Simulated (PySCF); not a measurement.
# Electron correlation in Tc²⁺ (technetium, charge +2)

[Kr] 4d5, high-spin 6S determinant. Calculation: PySCF 2.14, in def2-QZVPPD with the def2 core potential (28 electrons) (7s5p4d4f2g, 88 functions); scalar relativity through the core potential. Frozen: nothing; 13 electrons correlated.

MP2 pair energies summed by pair of shells (mhartree):

```csv
pair,energy,share (%)
4p-4d,-164.39,43.9
4p-4p,-84.66,22.6
4d-4d,-62.05,16.6
4s-4p,-35.59,9.5
4s-4d,-22.32,6.0
4s-4s,-5.56,1.5
```

Total MP2 correlation energy: -374.58 mhartree.

Same-spin part -127.06 and opposite-spin part -247.52 mhartree; SCS-MP2 scales them by 1/3 and 6/5 to -339.38 mhartree.

The basis has no tight functions for the innermost shells, so their pair energies are far from complete.

This basis was not built for core-valence correlation, so the inner-shell part is incomplete.
